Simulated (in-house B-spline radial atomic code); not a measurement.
Values are calculated unless marked as measured or tabulated.
# Stopping and range of 5 keV P in InSb

The pair potential comes from two frozen, spherical free-atom densities (PBE, B-spline radial code, scalar-relativistic past argon): electrostatics plus the change in Thomas-Fermi kinetic and Dirac exchange energy where they overlap, the recipe behind the universal ZBL potential, which averages such potentials (from solid-state densities) over many pairs. It is written V = (Z1 Z2 e²/r) φ(r/a), with e² = 14.3996 eV·Å and a = 0.46850 Å/(Z1^0.23 + Z2^0.23); ZBL's fit is φ = 0.18175 e^(−3.1998x) + 0.50986 e^(−0.94229x) + 0.28022 e^(−0.4029x) + 0.02817 e^(−0.20162x). Where φ falls below 4e-4 it is continued as an exponential.

The target is taken as amorphous, with density 5.77 g/cm³ (NSM archive of the Ioffe Institute); channelling is ignored. Masses: P 30.97, In 114.82, Sb 121.76 u. Nuclear stopping is S_n = 4π a Z1 Z2 e² M1/(M1 + M2) × s_n(ε), with s_n integrated over impact parameters for each pair. Electronic stopping is Lindhard and Scharff's S_e = Z1^(1/6) 8π e² a0 Z1 Z2/(Z1^(2/3) + Z2^(2/3))^(3/2) × v/v0, with a0 = 0.529177 Å and v = v0 at 24.801 keV/u; it misses the oscillations with Z1 seen in experiment, which reach tens of per cent. Compounds add by atom fraction.

```csv
target atom,a (Å),ε at this energy,"s_n, this pair","s_n, ZBL potential"
In,0.10865,0.04043,0.2699,0.2601
Sb,0.10809,0.03911,0.2681,0.2578
```

(1) What are the atom density and the stopping powers at entry?

Along the track:

```json
{"E (keV)": "0.25", "N S_n (eV/nm)": "74", "N S_e (eV/nm)": "13.7"}
{"E (keV)": "0.75", "N S_n (eV/nm)": "124", "N S_e (eV/nm)": "23.8"}
{"E (keV)": "1.5", "N S_n (eV/nm)": "164", "N S_e (eV/nm)": "33.6"}
{"E (keV)": "2.5", "N S_n (eV/nm)": "196", "N S_e (eV/nm)": "43.4"}
{"E (keV)": "3.75", "N S_n (eV/nm)": "223", "N S_e (eV/nm)": "53.1"}
{"E (keV)": "5", "N S_n (eV/nm)": "241", "N S_e (eV/nm)": "61.3"}
```

(2) Estimate the path length and the projected range.

Results:

(1) N = 5.77 × 0.602214/118.29 = 0.02938 atoms/Å³. For In: S_n = 3070 × 0.2699 = 828.6 eV·Å², S_e = 2.9353 × √5000 = 207.6 eV·Å². For Sb: S_n = 3034 × 0.2681 = 813.5 eV·Å², S_e = 2.9718 × √5000 = 210.1 eV·Å². Averaged over the target's atoms (half each) and times N × 10 Å/nm, the ion loses N S_n = 241 eV/nm to recoils and N S_e = 61.3 eV/nm to electrons; the nuclear share is 80 %.

(2) With continuous slowing down the path is the integral of dE/(N (S_n + S_e)). Trapezoids over the table give 22.8 nm, and the stretch below the first row, with stopping taken as √E, adds 2E/(N S) = 5.7 nm: 28.5 nm in all, against 27.4 nm on a fine grid from 5 eV. Deflections shorten the depth: to first order in the energy passed on, N (S_n + S_e) dR_p/dE = 1 − N S_n (M2/M1) R_p/(2E), summed over the target's atoms, and integrating this on the fine grid gives R_p = 7.5 nm, 0.27 of the path. Lindhard's rule of thumb R/(1 + M2/3M1), with mean M2/M1 = 3.82, gives 12.1 nm; it is meant for M2/M1 below about 2. On the ZBL potential the same equation gives 7.79 nm, and the full integral equation, which keeps hard collisions, 8.11 nm.
